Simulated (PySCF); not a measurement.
SMILES F[Si](F)(F)C#C[Si](Cl)(Cl)Cl (C2Cl3F3Si2), PBE0/def2-SVP optimised geometry.

```
10

Si    -2.47     0.23     0.00
F     -3.03    -0.52     1.29
F     -3.03    -0.52    -1.29
F     -3.03     1.72     0.00
C     -0.66     0.23     0.00
C      0.56     0.22     0.00
Si     2.38     0.21     0.00
Cl     3.05     1.16     1.68
Cl     3.03    -1.72     0.00
Cl     3.05     1.18    -1.66
```

Density from PBE0/def2-TZVP (PySCF) at that geometry.

Minimum of the electron density along straight lines between bonded atoms, close to the bond critical point (lines longer than 1.1 times the sum of covalent radii, or with two minima, are not listed):

| bond | length / Å | ρ at the minimum / e bohr⁻³ | ∇²ρ there / e bohr⁻⁵ | position (fraction from the first atom) |
|---|---|---|---|---|
| Si1–F2 | 1.594 | 0.143 | 1.00 | 0.42 |
| Si1–F3 | 1.594 | 0.143 | 1.00 | 0.42 |
| Si1–F4 | 1.594 | 0.143 | 1.00 | 0.42 |
| Si1–C5 | 1.808 | 0.130 | 0.31 | 0.39 |
| C5–C6 | 1.222 | 0.414 | -1.27 | 0.50 |
| C6–Si7 | 1.825 | 0.125 | 0.30 | 0.61 |
| Si7–Cl8 | 2.037 | 0.105 | 0.24 | 0.36 |
| Si7–Cl9 | 2.037 | 0.105 | 0.24 | 0.36 |
| Si7–Cl10 | 2.037 | 0.105 | 0.24 | 0.36 |
